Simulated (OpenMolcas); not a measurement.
# 4d³ along the 39-electron sequence

```yaml
Program: OpenMolcas
Method: CASSCF
Basis: ANO-R2
Scalar_Hamiltonian: X2C, finite nucleus
Spin-orbit_coupling: RASSI with atomic mean-field integrals over the reference wave functions, term energies averaged over their components
```

Active space for each ion: 3 electrons in 10 orbitals (4d 5d).

Computed levels in cm-1 above ⁴F_3/2:

```csv
Level,Tc4+,Ru5+,Rh6+,Pd7+
⁴F_5/2,1037,1389,1809,2381
⁴F_7/2,2349,3110,4001,5181
⁴F_9/2,3842,5025,6382,8127
⁴P_1/2,14690,16382,18049,19713
⁴P_3/2,14752,16361,17894,19319
²G_7/2,16065,18147,20243,22396
⁴P_5/2,16348,18577,20873,23375
²G_9/2,16943,19149,21338,23541
²P_1/2,20976,23680,26419,29281
weight of ⁴F in the lowest level (%),99,99,98,97
```

Mixed levels, with the weight of the term that names them: Ru5+ ²G_9/2 (75 %), Rh6+ ²G_9/2 (68 %), Pd7+ ²G_9/2 (61 %).

The fine-structure level ⁴F_9/2 changes by a factor of 2.12 from Tc4+ to Pd7+. Its fourth root runs 7.87, 8.42, 8.94, 9.49, with steps per unit of Z of 0.55, 0.52, 0.56; equal steps would mean a (Z - σ)^4 law with constant σ.

⁴P_1/2 changes by a factor of 1.34 over the same range, with steps per unit of Z of +1690, +1670, +1660 cm-1.

Without dynamic correlation excited terms often stand tens of per cent too high (terms of higher spin than the ground term too low), and those without a measured partner can miss by more than the paired ones. Active for correlation alone: 5d; no level in the range computed is led by a configuration that fills it, so any true level of that kind is missing. Levels of configurations outside the active space are missing.
